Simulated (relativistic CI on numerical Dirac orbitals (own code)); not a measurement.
**Cu²⁺ in a cubic cluster: 1s photoemission with charge transfer**

Computed with a charge-transfer multiplet model of a cubic metal-ligand cluster with up to one ligand hole, Slater and spin-orbit integrals from Dirac-Coulomb-Breit ions, Slater integrals scaled by 0.8. The ground state mixes d9 with configurations of k ligand holes L, whose averages lie at kΔ + k(k − 1)U_dd/2; a core hole lowers each added d electron by U_cd. 300 K, Lorentzian 1.1 eV and Gaussian 0.6 eV FWHM.

Atomic integrals in eV (Slater integrals scaled, ζ unscaled), ground: F2dd 11.066, F4dd 6.905, zeta_d 0.099; with the core hole: F2dd 11.066, F4dd 6.905, zeta_d 0.136, G2cd 0.070.

Cluster parameters (eV): Δ = 4.5, U_dd = 6.4, U_cd = 7.3, 10Dq(ligand) = 1.1, V(eg) = 2.9, V(t2g) = -1.37, final-state hopping factor = 0.8.

| Case | n_d | d9 | d10L | S |
| --- | --- | --- | --- | --- |
| 10Dq = -0.45 eV | 9.23 | 0.77 | 0.23 | 0.50 |
| 10Dq = 0.15 eV | 9.22 | 0.78 | 0.22 | 0.50 |
| 10Dq = 0.45 eV | 9.21 | 0.79 | 0.21 | 0.50 |
| 10Dq = 0.75 eV | 9.20 | 0.80 | 0.20 | 0.50 |
| 10Dq = 1.35 eV | 9.19 | 0.81 | 0.19 | 0.50 |

Weights, n_d and S are thermal averages at 300 K. Binding energies count from the first peak over 30 % of the highest in each spectrum, which can be another peak from case to case. The parameters are a model scan and need not match a compound or its usual spin state. A negative ionic 10Dq is a model choice; hopping adds the covalent part of the field. Peaks in eV (height, largest 100):
- 10Dq = -0.45 eV: 0.0 (100), 6.0 (49)
- 10Dq = 0.15 eV: 0.0 (100), 5.7 (48)
- 10Dq = 0.45 eV: 0.0 (100), 5.6 (48)
- 10Dq = 0.75 eV: 0.0 (100), 5.5 (47)
- 10Dq = 1.35 eV: 0.0 (100), 5.3 (46)

For the case 10Dq = 0.45 eV, Δ = 4.5 eV is smaller than U_dd = 6.4 eV, the charge-transfer side of the Zaanen-Sawatzky-Allen scheme. With the core hole the average of the configuration with one ligand hole lies at Δ − U_cd = -2.8 eV before mixing: it lies below the unscreened one, so the lowest final states are mostly screened and the unscreened weight appears at higher binding energy as a satellite.
